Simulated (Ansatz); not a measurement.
```tsv
atom	x (Å)	y (Å)	z (Å)
F	0.7100	0.0000	3.8000
F	-0.7100	0.0000	3.8000
Li	1.3400	0.0000	0.0000
Li	-1.3400	0.0000	0.0000
```

RHF on singlet Li2F2 was run in several spherical basis sets with Ansatz (development build ahead of 0.2.0). Caution for RHF: stretched shape with no unrestricted run beside it, a lower state can exist.

(1) Rank the basis sets by the total energy that they give, lowest first, with the distance from the lowest.
A. 6-31G
B. cc-pVDZ
C. def2-SVP

## Answers

(1) B (0.00 eV), A (1.16 eV), C (5.29 eV).

Totals follow the description of the cores as much as that of the bonds, so this order isn't one of quality for chemistry.
